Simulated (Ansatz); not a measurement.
Input for Ansatz (a first-principles code): R-CCSD(T)/def2-SVP on H5NO2Sn (SMILES [NH2][SnH]([OH])[OH]), a point of a torsion scan. Elements past Kr take the def2 small-core potentials; no spin–orbit coupling. The run froze 12 orbitals, filled d shells among them.

Ansatz 0.2 input:
```yaml
crystal:
  periodic: [false, false, false]
  atoms:
    - {symbol: N, position_ang: [1.59482033, -0.44000225, 0.34081891]}
    - {symbol: Sn, position_ang: [-0.32809682, 0.11428728, 0.23950598]}
    - {symbol: O, position_ang: [-1.18340265, -0.51253149, 1.85609621]}
    - {symbol: O, position_ang: [-1.22228182, -0.96025550, -1.09124320]}
    - {symbol: H, position_ang: [2.23254149, 0.18206881, -0.14071671]}
    - {symbol: H, position_ang: [1.71255586, -1.35302221, -0.08633883]}
    - {symbol: H, position_ang: [-0.60666528, 1.74543270, 0.01404747]}
    - {symbol: H, position_ang: [-0.63189822, -0.50870403, 2.63642286]}
    - {symbol: H, position_ang: [-2.05426583, -1.32216144, -0.78709120]}
basis:
  gaussian:
    orbitals: def2-SVP
magnetization: {spin_polarized: false}
correlation: {method: ccsd_t, electrons: outside_noble_gas}
scf: {lower_state_search: off}
```

**Question.** Predict the final total energy.

**Answer.** -420.9638 hartree (reference determinant -420.2803, T1 diagnostic 0.013).

**Question.** How many basis functions does it have, and what does it roughly cost on one machine?

**Answer.** 93 functions; about 7 core-seconds (a rough figure).
